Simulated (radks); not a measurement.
The numbers below are computed, except where a source is named.
The table gives one normalised radial function P(r) = r R(r) (large component) of Pd4+ in [Kr] 4d5.5 5p0.5 (r in bohr). Code: a radial shooting solver on a logarithmic mesh with Libxc functionals. Model: Dirac Kohn-Sham, PBEsol, spin-unpolarised, spherical densities, finite nucleus; open shells are shared between the two j in proportion to 2j + 1; Fermi nuclear charge, rms radius 4.5318 fm.

r           P
0.001091   0.0000
0.001455   0.0000
0.001956   0.0000
0.002609   0.0000
0.003508   0.0000
0.004679   0.0001
0.006241   0.0002
0.008391   0.0005
0.01119    0.0011
0.01493    0.0026
0.02007    0.0057
0.02677    0.0123
0.03599    0.0260
0.048      0.0518
0.06402    0.0980
0.08607    0.1755
0.1148     0.2828
0.1531     0.4052
0.2058     0.4956
0.2745     0.4688
0.3691     0.2477
0.4923    -0.1514
0.6566    -0.6083
0.8828    -0.9287
1.177     -0.9495
1.583     -0.7085
2.111     -0.3887
2.816     -0.1470
3.786     -0.0326
5.05      -0.0039
6.735     -0.0002
9.056     0.0000

Which n and l does it have? It may be an empty orbital.

Answer. n = 4, l = 2: the number of nodes gives n - l - 1 = 1, the rise at small r points to l (this Dirac orbital starts outside the nucleus as r^gamma with gamma = sqrt((l + 1)^2 - (Z/c)^2) = 2.98; the j = 5/2 orbital of l + 1 starts with the same power, but with a smaller coefficient, and then steepens), and the extent must fit the shell. The curve is that of 4d5/2; the two j differ most near the nucleus, where j = l - 1/2 has the larger amplitude, and in heavy atoms j = l - 1/2 is also the more compact. 4d5/2: eigenvalue -59.771 eV, 1 radial node at r = 0.446 bohr, <r> = 1.24 bohr, 90 % of the charge inside 1.89 bohr.
